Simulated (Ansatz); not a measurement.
# Molecular dynamics of AlClFH$_{3}$OSSi

Input:

```yaml
crystal:
  periodic: [false, false, false]
  atoms:
    - { symbol: O, position_ang: [1.51172, -1.972032, 0.276278] }
    - { symbol: Al, position_ang: [1.296882, -0.350643, -0.084339] }
    - { symbol: Cl, position_ang: [2.966644, 0.799993, -0.040924] }
    - { symbol: Si, position_ang: [-0.858868, 0.423885, -0.437593] }
    - { symbol: F, position_ang: [-0.893319, 1.782881, -1.387233] }
    - { symbol: S, position_ang: [-1.774356, 0.843282, 1.378519] }
    - { symbol: H, position_ang: [2.29333, -2.224949, 0.84818] }
    - { symbol: H, position_ang: [-1.625874, -0.560065, -1.151712] }
    - { symbol: H, position_ang: [-3.014346, 0.947689, 0.805169] }
basis:
  gaussian: { orbitals: STO-3G }
hamiltonian:
  xc: { name: BHLYP }
md:
  timestep: 4.0
  n_steps: 40
  ensemble: nvt_langevin
  temperature: 500.0
  initial_velocities: maxwell_boltzmann
  seed: 397262
  friction: 0.001
scf:
  lower_state_search: "off"
```

Command:

```bash
$ ansatz run input.yaml --threads 1 --pin off --max-ram 2048MiB --backend cpu --events-out ev --progress --plain --runs-dir out
```

It goes on from the last frame of an earlier run, with new velocities.

Output, in part (one step line in 2, the closing report, with atoms numbered from 0):

```
md step     0: t =     0.00 fs  T =   444.4 K  F+E_penalty+E_count = -42153.90623898 eV  E_kin = 0.517040 eV  (13 SCF iters)
md step     2: t =     8.00 fs  T = 38886.0 K  F+E_penalty+E_count = -42147.39592327 eV  E_kin = 45.237636 eV  (22 SCF iters)
md step     4: t =    16.00 fs  T = 175533.2 K  F+E_penalty+E_count = -42135.05508675 eV  E_kin = 204.204754 eV  (54 SCF iters)
md step     6: t =    24.00 fs  T = 170762.2 K  F+E_penalty+E_count = -42130.21798254 eV  E_kin = 198.654454 eV  (44 SCF iters)
md step     8: t =    32.00 fs  T = 168178.5 K  F+E_penalty+E_count = -42131.41645641 eV  E_kin = 195.648829 eV  (39 SCF iters)
md step    10: t =    40.00 fs  T = 467976.5 K  F+E_penalty+E_count = -42123.21787369 eV  E_kin = 544.415779 eV  (42 SCF iters)
md step    12: t =    48.00 fs  T = 461514.9 K  F+E_penalty+E_count = -42123.77468186 eV  E_kin = 536.898752 eV  (112 SCF iters)
md step    14: t =    56.00 fs  T = 454767.3 K  F+E_penalty+E_count = -42123.38157770 eV  E_kin = 529.048995 eV  (69 SCF iters)
md step    16: t =    64.00 fs  T = 445672.0 K  F+E_penalty+E_count = -42120.86546581 eV  E_kin = 518.468104 eV  (96 SCF iters)
md step    18: t =    72.00 fs  T = 439823.4 K  F+E_penalty+E_count = -42120.73316954 eV  E_kin = 511.664142 eV  (70 SCF iters)
md step    20: t =    80.00 fs  T = 432059.4 K  F+E_penalty+E_count = -42119.91408736 eV  E_kin = 502.631926 eV  (75 SCF iters)
md step    22: t =    88.00 fs  T = 423491.2 K  F+E_penalty+E_count = -42118.87044108 eV  E_kin = 492.664274 eV  (54 SCF iters)
md step    24: t =    96.00 fs  T = 417617.3 K  F+E_penalty+E_count = -42119.01885117 eV  E_kin = 485.830869 eV  (61 SCF iters)
md step    26: t =   104.00 fs  T = 412671.8 K  F+E_penalty+E_count = -42120.42276087 eV  E_kin = 480.077646 eV  (73 SCF iters)
md step    28: t =   112.00 fs  T = 406853.8 K  F+E_penalty+E_count = -42121.84449099 eV  E_kin = 473.309314 eV  (60 SCF iters)
md step    30: t =   120.00 fs  T = 401271.1 K  F+E_penalty+E_count = -42121.12503857 eV  E_kin = 466.814770 eV  (62 SCF iters)
md step    32: t =   128.00 fs  T = 395459.3 K  F+E_penalty+E_count = -42120.99586480 eV  E_kin = 460.053663 eV  (68 SCF iters)
md step    34: t =   136.00 fs  T = 388369.7 K  F+E_penalty+E_count = -42119.61153565 eV  E_kin = 451.805948 eV  (61 SCF iters)
md step    36: t =   144.00 fs  T = 382647.2 K  F+E_penalty+E_count = -42118.95010473 eV  E_kin = 445.148753 eV  (58 SCF iters)
md step    38: t =   152.00 fs  T = 376693.3 K  F+E_penalty+E_count = -42119.00782451 eV  E_kin = 438.222413 eV  (53 SCF iters)
md step    40: t =   160.00 fs  T = 369689.7 K  F+E_penalty+E_count = -42118.85058086 eV  E_kin = 430.074834 eV  (64 SCF iters)
Total energy: -42118.85090530 eV, -1547.8392215874 hartree
Atom 0 at    -2.270445     2.553790    -1.013844 Å, force     3.892889     0.507308     3.812943 eV/Å
Atom 1 at     2.765949    -3.291221     0.166759 Å, force    -0.388345     0.377204    -0.022998 eV/Å
Atom 2 at     1.192825    -1.757737     0.084239 Å, force     0.366884    -0.354303     0.024925 eV/Å
Atom 3 at    -1.164226     2.716984     0.158811 Å, force    -1.238191    -0.659023    -3.144657 eV/Å
Atom 4 at     1.193301     2.589957     0.624414 Å, force    -2.634538     0.129216    -0.662129 eV/Å
Atom 5 at    -0.126527     2.134417     5.499891 Å, force     0.000549    -0.000260    -0.008356 eV/Å
Atom 6 at   252.131892    -0.224406    92.424321 Å, force    -0.000011    -0.000000    -0.000008 eV/Å
Atom 7 at  -180.934444   -23.315697  -244.721304 Å, force     0.000011     0.000001     0.000010 eV/Å
Atom 8 at   -59.678552    13.809065   -21.193180 Å, force     0.000754    -0.000142     0.000270 eV/Å
Dipole moment:     0.339355    -0.069063     6.141733 e Å
```

All steps were run. The temperature shot up to 470000 K, far beyond the bath's, so the integration failed: the time step of 4 fs is too long for the fastest motions that this run met, and the later frames carry no physical meaning.

Parted: O1–Al2 1.67 → 7.81 Å, O1–H7 1.00 → 271.03 Å, Al2–Si4 2.32 → 7.18 Å, Si4–F5 1.66 → 2.41 Å, Si4–S6 2.08 → 5.47 Å, Si4–H8 1.44 → 304.90 Å. Joined: O1–Si4 3.45 → 1.62 Å. It ends as AlCl + F + H + H + H + OSi + S. Pairs count as bonded within 1.25 times the sum of covalent radii (0.12 Å more for H–H).

Last frame:

```xyz
9
Properties=species:S:1:pos:R:3
O -2.270 2.554 -1.014
Al 2.766 -3.291 0.167
Cl 1.193 -1.758 0.084
Si -1.164 2.717 0.159
F 1.193 2.590 0.624
S -0.127 2.134 5.500
H 252.132 -0.224 92.424
H -180.934 -23.316 -244.721
H -59.679 13.809 -21.193
```

The run took 110 s on 1 thread of Arm Neoverse V2, on a shared host, peak memory 0.12 GiB.
